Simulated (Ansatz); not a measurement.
`C[SiH2][CH2][GeH3]` + `SS` → `C[SiH2]CSS` + GeH₄  (substitution at a C–Ge bond)

Computed with Ansatz on PBE0-D4/def2-TZVP structures; ΔE is electronic, products minus reactants. CBS: MP2 limit from def2 TZ/QZ plus the TZ coupled-cluster correction, frozen cores. This one scheme is used for every species. DFT in def2-TZVPP. B3LYP here is the variant with VWN-RPA as its local correlation; programs differ in this. For Ge outer-core shells are correlated without core-valence functions, which leaves a few kJ/mol of doubt a bond. Scalar relativity is left out up to krypton. Each species was taken in one conformer, which may not be the lowest.

`C[SiH2][CH2][GeH3]`:

```xyz
14

C    -0.085   -1.909   -0.557
Si   -0.174   -0.845    0.979
C    -0.634    0.922    0.571
Ge    0.605    1.828   -0.644
H     0.684   -1.550   -1.245
H     0.153   -2.943   -0.297
H    -1.040   -1.907   -1.088
H     1.147   -0.851    1.670
H    -1.176   -1.420    1.922
H    -0.681    1.505    1.496
H    -1.632    0.951    0.122
H     2.043    1.731   -0.103
H     0.229    3.314   -0.791
H     0.561    1.174   -2.037
```

`SS`:

```xyz
4

S     0.706   -0.333   -0.810
S    -0.220   -0.443    1.010
H    -0.375   -0.073   -1.571
H    -0.110    0.850    1.371
```

`C[SiH2]CSS`:

```xyz
13

C     0.064   -1.514   -1.124
Si    0.042    0.340   -0.908
C    -1.020    0.812    0.574
S    -0.414    0.118    2.140
S     1.217    1.252    2.582
H     0.719   -1.802   -1.950
H    -0.937   -1.895   -1.339
H     0.425   -2.001   -0.215
H    -0.518    1.004   -2.121
H     1.423    0.856   -0.703
H    -1.146    1.891    0.685
H    -2.021    0.379    0.460
H     2.166    0.562    1.919
```

GeH₄:

Z-matrix (Å, degrees):
```
Ge
H 1 1.534
H 1 1.534 2 109.5
H 1 1.534 2 109.5 3 -120.0
H 1 1.534 2 109.5 3 120.0
```

```
         level  ΔE (kcal/mol)
      B3LYP-D4            6.1
       ωB97X-V            7.1
           PBE            6.2
MP2/def2-TZVPP            8.2
```

**Question.** What does CCSD(T)/CBS give? (Best estimate.)

**Answer.** Computed: +8.1 kcal/mol. The listed levels differ from it by -2.0, -1.0, -1.9, 0.1 kcal/mol.

Largest T1 diagnostic among the species: 0.012.

The D4 term adds −1.2 kcal/mol with B3LYP and −0.7 kcal/mol with PBE0; it sums over pairs of atoms, weighted by their polarisabilities, and B3LYP, whose exchange is more repulsive, gets the larger term. From PBE to PBE0 (25 % exact exchange), in def2-TZVPP and without D4, ΔE moves by +1.0 kcal/mol.
